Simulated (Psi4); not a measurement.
A dimer, C3H6O ··· O2S (SMILES CC(C)=O and O=S=O), singlet; the first 10 atoms form monomer A.

```
13

C      1.2573    -0.2787     0.1377
C      0.0786     0.5770    -0.2714
C     -1.2951     0.0012    -0.0069
O      0.2266     1.6624    -0.7822
H      1.2276    -1.2357    -0.3895
H      2.1881     0.2359    -0.0879
H      1.2081    -0.5039     1.2060
H     -1.4218    -0.1937     1.0611
H     -2.0616     0.6931    -0.3474
H     -1.4078    -0.9575    -0.5194
O      2.9687     1.9199    -1.5041
S      2.1608     2.8429    -0.7526
O      2.2630     2.8465     0.6824
```

Question: What interaction energy does SAPT0/jun-cc-pVDZ, frozen core run with Psi4 give, and which attractive term is the largest?

Answer: Total -5.45 kcal/mol: electrostatics -32.88, exchange 51.96, induction -16.37, dispersion -8.16. The most attractive term is electrostatics.
